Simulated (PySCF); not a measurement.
A series of substituents X on one scaffold: allenyl-X. Isolated molecules, 0 K electronic values unless said otherwise. One relaxed conformer stands for each flexible species; it need not be the lowest. Strings in code marks are SMILES.

The four lowest singlet excitations (Tamm–Dancoff). All values below come from PBE-D3(BJ)/def2-TZVP // PBE0-D3(BJ)/def2-TZVP (PySCF). Excitations are Tamm–Dancoff values on a coarser integration grid. The basis has no diffuse functions, so Rydberg states are missing or too high.

```
state  energy (eV)  wavelength (nm)  oscillator strength
-----  -----------  ---------------  -------------------
S1            4.95              250                0.000
S2            5.17              240                0.000
S3            6.02              206                0.915
S4            6.43              193                0.055
```

Identify which member gives these states.
A) `C=C=[CH][AlH2]`
B) `C=C=CS`
C) `C=C=CC=C`
D) `C=C=CO[SiH3]`

C, `C=C=CC=C`
